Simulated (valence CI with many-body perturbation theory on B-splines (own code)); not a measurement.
# Tb XVI: calculated level list

Level of theory: relativistic CI+MBPT: four valence electrons over a frozen Dirac-Fock core [Kr] 4d10, a basis of 7 s, 7 p, 7 d, 7 f, 4 g, 2 h functions for each j, with the one-electron correlation potential Σ1, the two-electron term Σ2, the three-electron term Σ3, Breit, model QED; selected CI, second order for the rest, scaled by the run's own slope (own B-spline code, finite nucleus).

No measured spectrum was set against this ion. As an estimate, terms of the open shell hold to a few per cent of their energy, and close levels can change places; configurations with another count of f electrons can be misplaced by thousands of cm⁻¹.

Levels 1 to 45 of 194, with energies above the lowest level, 4f⁴ ⁵I_4. "Leading %" is the weight of the configuration and term that name the level; weights of strongly mixed levels are sums over their largest components and can fall short.

| No. | Configuration | Term | J | E (eV) | Leading % | g | Second component |
| --- | --- | --- | --- | --- | --- | --- | --- |
| 1 | 4f⁴ | ⁵I | 4 | 0.0000 | 95 | 0.609 | 5 % 4f⁴ ³H |
| 2 | 4f⁴ | ⁵I | 5 | 0.4632 | 97 | 0.902 |  |
| 3 | 4f⁴ | ⁵I | 6 | 0.9428 | 98 | 1.068 |  |
| 4 | 4f⁴ | ⁵I | 7 | 1.423 | 95 | 1.171 |  |
| 5 | 4f⁴ | ⁵I | 8 | 1.894 | 91 | 1.238 | 8 % 4f⁴ ³K |
| 6 | 4f⁴ | ⁵F | 1 | 2.868 | 92 | 0.041 | 8 % 4f⁴ ³D |
| 7 | 4f⁴ | ⁵F | 2 | 2.949 | 84 | 1.017 | 8 % 4f⁴ ³D |
| 8 | 4f⁴ | ⁵F | 3 | 3.225 | 91 | 1.230 |  |
| 9 | 4f⁴ | ⁵S | 2 | 3.375 | 87 | 1.916 | 10 % 4f⁴ ³P |
| 10 | 4f⁴ | ⁵F | 4 | 3.409 | 63 | 1.221 | 16 % 4f⁴ ³G |
| 11 | 4f⁴ | ³K | 6 | 3.677 | 96 | 0.862 |  |
| 12 | 4f⁴ | ⁵F | 5 | 3.861 | 80 | 1.352 | 13 % 4f⁴ ³G |
| 13 | 4f⁴ | ³H | 4 | 3.943 | 40 | 1.037 | 30 % 4f⁴ ⁵F |
| 14 | 4f⁴ | ³K | 7 | 3.994 | 70 | 0.987 | 25 % 4f⁴ ³L |
| 15 | 4f⁴ | ⁵G | 2 | 3.995 | 85 | 0.394 | 12 % 4f⁴ ³F |
| 16 | 4f⁴ | ⁵G | 3 | 4.117 | 66 | 0.883 | 27 % 4f⁴ ³G |
| 17 | 4f⁴ | ³K | 8 | 4.381 | 50 | 1.071 | 21 % 4f⁴ ³L |
| 18 | 4f⁴ | ³H | 5 | 4.620 | 47 | 1.157 | 25 % 4f⁴ ⁵G |
| 19 | 4f³5s | ⁵I° | 4 | 4.694 | 95 | 0.608 | 5 % 4f³5s ³H° |
| 20 | 4f⁴ | ⁵G | 4 | 4.745 | 72 | 1.063 | 22 % 4f⁴ ³H |
| 21 | 4f⁴ | ³G | 3 | 4.963 | 67 | 0.818 | 27 % 4f⁴ ⁵G |
| 22 | 4f⁴ | ³D | 2 | 5.082 | 50 | 1.197 | 17 % 4f⁴ ³P |
| 23 | 4f³5s | ⁵I° | 5 | 5.102 | 93 | 0.901 |  |
| 24 | 4f⁴ | ⁵G | 5 | 5.277 | 65 | 1.181 | 33 % 4f⁴ ³H |
| 25 | 4f⁴ | ³L | 7 | 5.287 | 73 | 0.913 | 25 % 4f⁴ ³K |
| 26 | 4f⁴ | ⁵G | 6 | 5.362 | 58 | 1.258 | 40 % 4f⁴ ³H |
| 27 | 4f⁴ | ³P | 1 | 5.405 | 53 | 1.013 | 41 % 4f⁴ ³D |
| 28 | 4f⁴ | ³L | 8 | 5.552 | 37 | 1.008 | 32 % 4f⁴ ³M |
| 29 | 4f³5s | ⁵I° | 6 | 5.630 | 95 | 1.070 |  |
| 30 | 4f⁴ | ¹L | 8 | 5.652 | 33 | 0.970 | 33 % 4f⁴ ³M |
| 31 | 4f⁴ | ³L | 9 | 5.716 | 65 | 1.074 | 35 % 4f⁴ ³M |
| 32 | 4f⁴ | ³G | 4 | 5.780 | 41 | 1.069 | 18 % 4f⁴ ³F |
| 33 | 4f⁴ | ³P | 0 | 5.804 | 100 |  |  |
| 34 | 4f⁴ | ³H | 6 | 5.825 | 56 | 1.224 | 39 % 4f⁴ ⁵G |
| 35 | 4f⁴ | ¹D | 2 | 5.834 | 41 | 1.031 | 32 % 4f⁴ ³F |
| 36 | 4f⁴ | ³D | 3 | 5.846 | 76 | 1.288 | 16 % 4f⁴ ³F |
| 37 | 4f⁴ | ³F | 4 | 6.127 | 54 | 1.173 | 29 % 4f⁴ ³G |
| 38 | 4f³5s | ⁵I° | 7 | 6.209 | 97 | 1.175 |  |
| 39 | 4f⁴ | ³I | 5 | 6.279 | 57 | 0.941 | 17 % 4f⁴ ¹H |
| 40 | 4f⁴ | ³D | 1 | 6.516 | 49 | 0.965 | 46 % 4f⁴ ³P |
| 41 | 4f⁴ | ³F | 2 | 6.557 | 72 | 0.723 | 10 % 4f⁴ ¹D |
| 42 | 4f⁴ | ³G | 5 | 6.559 | 58 | 1.099 | 28 % 4f⁴ ³I |
| 43 | 4f⁴ | ³F | 2 | 6.677 | 45 | 1.083 | 39 % 4f⁴ ³P |
| 44 | 4f⁴ | ³M | 9 | 6.678 | 65 | 1.045 | 35 % 4f⁴ ³L |
| 45 | 4f⁴ | ³I | 6 | 6.737 | 85 | 1.034 | 10 % 4f⁴ ³H |

Names give the largest LS component (configuration and term), which can be under half, so a name can repeat, a term be missing and a line seem to break the LS rules; names also repeat where a configuration has a term twice.

Where two levels of one J and parity lie close, their mixing, g and order are uncertain.

The ionisation energy to 4f³ ⁴I°9/2 of the next ion comes out as 318.62 eV (NIST: 325 ± 16 eV (theoretical)). All 194 levels together are meant to be complete up to 22.517 eV.
